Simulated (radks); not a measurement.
The table gives one normalised radial function P(r) = r R(r) of H in 1s1 (r in bohr). All-electron calculation, scalar-relativistic Kohn-Sham, exchange-only LDA, spin-polarised, spherical densities, point nucleus; open shells are filled with parallel spins first. Program: a radial shooting solver on a logarithmic mesh with Libxc functionals.

| r | P |
|---|---|
| 0.05441 | 0.0994 |
| 0.06335 | 0.1147 |
| 0.07375 | 0.1321 |
| 0.08585 | 0.1520 |
| 0.09995 | 0.1744 |
| 0.1173 | 0.2012 |
| 0.1365 | 0.2297 |
| 0.159 | 0.2614 |
| 0.1851 | 0.2964 |
| 0.2154 | 0.3347 |
| 0.2528 | 0.3782 |
| 0.2943 | 0.4222 |
| 0.3426 | 0.4681 |
| 0.3989 | 0.5150 |
| 0.4643 | 0.5613 |
| 0.5449 | 0.6075 |
| 0.6344 | 0.6467 |
| 0.7385 | 0.6787 |
| 0.8597 | 0.7008 |
| 1.009 | 0.7103 |
| 1.175 | 0.7036 |
| 1.367 | 0.6801 |
| 1.592 | 0.6389 |
| 1.853 | 0.5811 |
| 2.175 | 0.5051 |
| 2.532 | 0.4231 |
| 2.947 | 0.3373 |
| 3.431 | 0.2540 |
| 3.994 | 0.1793 |
| 4.687 | 0.1146 |
| 5.457 | 0.0687 |
| 6.353 | 0.0374 |

Which n and l does it have? It may be an empty orbital.

Answer. n = 1, l = 0: the number of nodes gives n - l - 1 = 0, the rise at small r (about r^(l+1)) gives l, and the extent must fit the shell. The curve is that of 1s up; the table hardly tells the two spins apart. 1s up: eigenvalue -6.719 eV, 0 radial nodes, <r> = 1.60 bohr, 90 % of the charge inside 2.89 bohr.
